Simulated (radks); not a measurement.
Ionisation of the samarium ion Sm40+, [Ar] 3d4, to [Ar] 3d3 as the strength of local exchange is varied. All-electron calculation, Dirac Kohn-Sham, Slater X-alpha exchange (alpha = 2/3 is LDA exchange), no correlation, spin-unpolarised, spherical densities, finite nucleus; open shells are shared between the two j in proportion to 2j + 1; Fermi nuclear charge, rms radius 5.0819 fm. Program: a radial shooting solver on a logarithmic mesh with Libxc functionals.

alpha,E(Sm40+) (hartree),exchange (hartree),IE (eV),-e of the level emptied (eV),<r> of it (bohr)
0.638,-9176.0538,-144.2445,3002.3,2934.8 (3d5/2),0.2123
0.667,-9182.6121,-150.8783,3007.6,2940.1 (3d5/2),0.2121
0.69,-9187.8158,-156.1445,3011.9,2944.3 (3d5/2),0.2120
0.729,-9196.6444,-165.0836,3019.1,2951.5 (3d5/2),0.2117
0.967,-9250.6532,-219.8992,3063.1,2995.4 (3d5/2),0.2103
1.004,-9259.0699,-228.4617,3070.0,3002.2 (3d5/2),0.2101
1.01,-9260.4353,-229.8512,3071.1,3003.3 (3d5/2),0.2100
1.012,-9260.8904,-230.3145,3071.5,3003.7 (3d5/2),0.2100

NIST Atomic Spectra Database: 3028 eV (theoretical). The Delta-SCF value meets it near alpha = 0.78. Spin polarisation and multiplet splitting are left out, so open shells lie too high by an amount that depends on their filling. Sharing an open shell by 2j + 1 raises it above the true ground level by a part of the spin-orbit splitting, which enters the differences from NIST.

Beside tabulated values, note that spin-unpolarised runs miss the spin-polarisation part of the exchange energy of open shells.
